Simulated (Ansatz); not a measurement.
Geometry optimisation, Ansatz 0.2.0, RHF/def2-SVP.

The input (input.yaml):

```yaml
crystal:
  periodic: [false, false, false]
  atoms:
    - { symbol: Ta, position_ang: [-0.519784, 0.542391, -0.121262] }
    - { symbol: O, position_ang: [2.520425, -0.439173, -0.375943] }
    - { symbol: H, position_ang: [2.864939, -0.700816, 0.466594] }
    - { symbol: F, position_ang: [0.332564, 0.666101, 1.53804] }
    - { symbol: O, position_ang: [-0.265924, -0.167201, -1.800751] }
    - { symbol: H, position_ang: [0.330581, -0.566688, -2.416553] }
    - { symbol: Cl, position_ang: [-2.542516, 1.605062, -0.095104] }
    - { symbol: F, position_ang: [-1.115584, -1.117986, 0.503948] }
    - { symbol: Br, position_ang: [0.994677, 2.592162, -0.76699] }
    - { symbol: H, position_ang: [2.759222, 0.496748, -0.476279] }
basis:
  gaussian: { orbitals: def2-SVP }
hamiltonian:
  xc: hf
relax:
  f_tol: 0.03
  max_steps: 50
```

Run as:

```bash
$ ansatz run input.yaml --threads 4 --pin off --max-ram 5120MiB --backend cpu --events-out ev --progress --plain --runs-dir out
```

**Question.** Where does it end, and by what steps?

**Answer.** It converged. After 18 steps the energy has fallen by 0.633 eV; F8 moved furthest, 0.85 Å. Joined: Ta1–O2 (3.20 → 2.31 Å).

| step | energy less start (eV) | largest force component (eV/Å) | accepted |
| --- | --- | --- | --- |
| 0 | 0.0000 | 1.259 | yes |
| 1 | -0.0842 | 1.409 | yes |
| 2 | -0.2468 | 1.205 | yes |
| 3 | -0.3940 | 0.876 | yes |
| 4 | -0.4769 | 0.730 | yes |
| 5 | -0.5390 | 0.633 | yes |
| 6 | -0.5679 | 0.381 | yes |
| 7 | -0.5817 | 0.560 | yes |
| 8 | -0.5983 | 0.407 | yes |
| 9 | -0.6118 | 0.278 | yes |
| 10 | -0.6181 | 0.247 | yes |
| 11 | -0.6251 | 0.182 | yes |
| 12 | -0.6059 | 0.632 | no |
| 13 | -0.6312 | 0.044 | yes |
| 14 | -0.6313 | 0.231 | yes |
| 15 | -0.6071 | 1.535 | no |
| 16 | -0.6324 | 0.080 | yes |
| 17 | -0.6331 | 0.080 | yes |
| 18 | -0.6334 | 0.024 | yes |

```xyz
10
Properties=species:S:1:pos:R:3
Ta -0.139 0.526 -0.185
O 2.027 -0.264 -0.124
H 2.174 -0.977 0.489
F 0.365 1.064 1.562
O -0.233 -0.107 -1.928
H -0.075 -0.353 -2.823
Cl -2.319 1.250 0.008
F -0.268 -1.219 0.519
Br 1.087 2.628 -1.004
H 2.739 0.363 -0.059
```

Whether the end is a true minimum wasn't checked by a vibrational analysis.

Time of the run: 110 s on 4 threads of AMD EPYC 7R43 64-Core Processor (Zen 3), with other jobs on the host, peak memory 0.52 GiB.
